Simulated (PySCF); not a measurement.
ECD: SMILES F[C@@H]1C[C@@H]2CC[C@H]1N2, C6H10FN

Geometry:
```csv
atom,x (Å),y (Å),z (Å)
F1,1.665,1.180,-1.248
C2,1.479,0.345,-0.171
C3,0.962,-1.039,-0.596
C4,-0.350,-1.133,0.193
C5,-1.393,-0.214,-0.476
C6,-0.873,1.183,-0.089
C7,0.362,0.833,0.768
N8,0.031,-0.430,1.415
H9,2.443,0.296,0.343
H10,0.812,-1.081,-1.673
H11,1.654,-1.824,-0.300
H12,-0.690,-2.151,0.374
H13,-1.436,-0.364,-1.553
H14,-2.387,-0.401,-0.066
H15,-0.603,1.786,-0.952
H16,-1.601,1.736,0.505
H17,0.672,1.613,1.461
H18,-0.755,-0.327,2.052
```

Method: PySCF, TDDFT CAM-B3LYP/def2-SVPD circular dichroism and optical rotation, one conformer, gas phase. Geometry: GFN2-xTB.

States above about 8.5 eV (minus the energy of the highest occupied orbital) lie near or above the ionisation threshold and depend on the basis.

Problem. Assign R or S to each stereocentre.

Solution. C2 R, C4 S, C7 R.

Problem. Which excitations and rotatory strengths does the calculation give?

Solution. Rotatory strengths R in 10⁻⁴⁰ esu² cm², velocity form and length form (origin at the centre of mass); f in length form.
```tsv
state	E (eV)	λ (nm)	f	R (velocity)	R (length)	main
1	6.51	190	0.017	0.0	0.0	HOMO→LUMO 0.82
2	7.54	165	0.007	+4.3	+4.7	HOMO→LUMO+1 0.78
3	7.71	161	0.003	-2.1	-1.6	HOMO→LUMO+2 0.66, HOMO→LUMO+5 0.09
4	8.11	153	0.006	+4.4	+4.4	HOMO→LUMO+3 0.76
5	8.29	149	0.006	+3.4	+3.7	HOMO→LUMO+4 0.39, HOMO→LUMO+5 0.27
6	8.34	149	0.0003	+0.3	+0.1	HOMO−1→LUMO 0.90
7	8.51	146	0.010	+9.4	+7.9	HOMO→LUMO+6 0.78
8	8.55	145	0.010	-4.2	-3.5	HOMO→LUMO+5 0.48, HOMO→LUMO+4 0.43
```

Among the states computed, the strongest CD band (largest |R|) is state 7. The largest dissymmetry factor in size, g = 4R/(D+G), with D and G the electric and magnetic dipole strengths, is +0.01 for state 7 (velocity form, f = 0.012), among bands with |R| over 0.5. The mirror image has the same energies and oscillator strengths and all R with the opposite sign.
